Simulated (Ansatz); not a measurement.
The inner images of a band of AlCl3H2 (6 atoms, charge 0, multiplicity 1) are given out of order.

Level of theory: Ansatz, RKS B3LYP-D4/def2-SVP.

First end point:

```xyz
6
Properties=species:S:1:pos:R:3
Al 0.156 0.620 -0.501
H 1.466 -0.199 -0.777
Cl -1.453 0.518 -1.864
Cl 0.206 2.275 0.809
H 0.330 -1.986 1.081
Cl -0.706 -1.227 1.252
```

Last end point:

```xyz
6
Properties=species:S:1:pos:R:3
Al -0.563 0.411 0.084
H 1.425 -0.693 -0.463
Cl -1.153 0.324 -1.920
Cl 0.500 2.078 0.766
H 1.139 -1.161 0.070
Cl -1.347 -0.957 1.463
```

Problem. Put them in order from the first end to the last, with their energies above the first end.
A.
```xyz
6
Properties=species:S:1:pos:R:3
Al -0.040 0.464 -0.279
H 1.217 -0.594 -0.368
Cl -1.352 0.441 -1.914
Cl 0.337 2.222 0.799
H 0.524 -1.242 0.489
Cl -0.685 -1.290 1.274
```
B.
```xyz
6
Properties=species:S:1:pos:R:3
Al -0.431 0.396 0.009
H 1.331 -0.724 -0.354
Cl -1.206 0.397 -1.936
Cl 0.455 2.146 0.738
H 0.923 -1.129 0.165
Cl -1.073 -1.086 1.378
```
C.
```xyz
6
Properties=species:S:1:pos:R:3
Al 0.064 0.531 -0.388
H 1.291 -0.469 -0.496
Cl -1.395 0.474 -1.901
Cl 0.288 2.249 0.803
H 0.453 -1.474 0.685
Cl -0.702 -1.311 1.297
```
D.
```xyz
6
Properties=species:S:1:pos:R:3
Al -0.224 0.406 -0.127
H 1.222 -0.714 -0.293
Cl -1.285 0.432 -1.933
Cl 0.392 2.199 0.764
H 0.731 -1.136 0.290
Cl -0.837 -1.188 1.299
```
E.
```xyz
6
Properties=species:S:1:pos:R:3
Al 0.110 0.578 -0.447
H 1.372 -0.343 -0.628
Cl -1.432 0.509 -1.884
Cl 0.240 2.271 0.804
H 0.425 -1.748 0.880
Cl -0.714 -1.268 1.275
```

Solution. E (+0.036 eV), C (+0.134 eV), A (+0.258 eV), D (-0.371 eV), B (-0.986 eV).

The run took 42 s on 2 threads of Intel(R) Xeon(R) Platinum 8488C (Sapphire Rapids), on a shared host, peak memory 0.19 GiB.
